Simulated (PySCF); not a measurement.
A species of formula C4H8ClNSi has this rotational fingerprint, computed with PBE0/def2-SVPD in PySCF (dipole) on a GFN2-xTB geometry, gas phase:

- Rotational constants: A = 2394, B = 1200, C = 973.0 MHz
- Dipole components: |μa| = 0.38 D, |μb| = 3.23 D, |μc| = 2.26 D
- Inertial defect: -113.02 u·Å²
- κ: -0.68

Task: Which structure is it? (One computed conformer of each.)
A. `[SiH3:1][NH:2][C@@H:3]1[CH:4]=[C:5]([Cl:6])[CH2:7]1` with Si1–N2–C3–C4 -174°
B. `[CH3:1][C@@H:2]([CH2:3][C:4]#[N:5])[SiH2:6][Cl:7]` with C1–C2–C3–C4 64°, C1–C2–Si6–Cl7 -179°
C. `[CH2:1]=[CH:2][CH2:3][Si@H:4]([Cl:5])[N:6]=[CH2:7]` with C1–C2–C3–Si4 110°, C2–C3–Si4–Cl5 -172°, C3–Si4–N6–C7 -118°
D. `[H]/[N:5]=[CH:4]/[C:3](=[CH:2]/[CH3:1])[SiH2:6][Cl:7]` with C2–C3–C4–N5 179°, C2–C3–Si6–Cl7 104°

Result: B. It is C[C@@H](CC#N)[SiH2]Cl, an asymmetric top, point group C1. The candidates at the same level (rigid rotor, commonest isotopes):

```csv
SMILES,A (MHz),B (MHz),C (MHz),μa (D),μb (D),μc (D),Δ (u·Å²),point group,rotor
C=CC[Si@H](Cl)N=C,2257,1148,815.3,1.20,1.87,0.72,-44.42,C1,asymmetric top
[SiH3]N[C@@H]1C=C(Cl)C1,7724,666.4,642.0,0.82,0.09,0.06,-36.56,C1,near-prolate asymmetric top
C[C@@H](CC#N)[SiH2]Cl,2394,1200,973.0,0.38,3.23,2.26,-113.02,C1,asymmetric top
[H]/N=C/C(=C/C)[SiH2]Cl,2135,1363,966.6,3.48,0.86,0.39,-84.72,C1,asymmetric top
```

`[SiH3]N[C@@H]1C=C(Cl)C1` has A 223 % too high; `[H]/N=C/C(=C/C)[SiH2]Cl` has B 14 % too high; `C=CC[Si@H](Cl)N=C` has C 16 % too low. No structure here is proved a minimum.
